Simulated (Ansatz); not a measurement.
Species: C8H9FSi, SMILES `C=Cc1cc([SiH3])ccc1F` (C–C–C–C torsion 3°) (charge 0, multiplicity 1).

**Question.** Give a relaxed geometry from PBE0-D3(BJ)/def2-SVP run with Ansatz (an electronic-structure program).

**Answer.** One answer among several that fit: the end point of this relaxation, one of several conformers (outside a Z-matrix the atoms follow the SMILES, hydrogens last).
Z-matrix (Å, degrees):
```
C
H 1 1.0931
C 1 1.3974 2 119.30
C 1 1.4044 2 118.00 3 -179.97
C 4 1.4006 1 116.45 2 -179.91
F 5 1.3333 4 119.01 1 179.99
C 5 1.3890 6 118.27 4 -179.78
C 7 1.3895 5 119.09 6 179.91
H 7 1.0915 5 118.92 6 0.06
H 8 1.0937 7 118.81 9 0.07
C 4 1.4664 5 119.60 6 -0.04
C 11 1.3380 4 126.61 5 -177.45
H 12 1.0921 11 120.56 4 -179.93
H 11 1.0932 12 118.54 13 0.20
H 12 1.0933 13 116.60 11 179.86
Si 3 1.8780 1 120.73 2 1.22
H 16 1.4946 3 109.16 1 -16.03
H 16 1.4955 17 109.58 2 133.35
H 16 1.4966 17 108.63 18 117.56
```
